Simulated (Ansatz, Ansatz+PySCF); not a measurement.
```xyz
2

Li    0.0000    0.0000    0.0000
Si    0.7410    0.9881    2.1392
```

Basis set: 6-31G (spherical functions). Correlated methods keep 5 orbitals frozen. Correlation on ROHF uses semicanonical orbitals with singles. Charge 0, multiplicity 4.

Computed with Ansatz (development build ahead of 0.2.0); the reference of a correlated method needn't be the lowest determinant of its kind.

Question: Give the atomization energy at this shape (free ground-state atoms in the same class of orbitals less the molecule, no zero-point energy) of quartet LiSi by full CI (lowest root of this spin), ROHF-CCSD(T), ROHF-CCSD.

Answer:

```json
{"method": "full CI (lowest root of this spin)", "atomization energy": "135.5 kJ/mol"}
{"method": "ROHF-CCSD(T)", "atomization energy": "135.0 kJ/mol"}
{"method": "ROHF-CCSD", "atomization energy": "133.8 kJ/mol"}
```

Caution for ROHF-CCSD(T), ROHF-CCSD: the reference determinant was not shown to be the lowest.

This basis has no polarisation functions and is too small for such energies, which can lie far from measured ones in either direction.
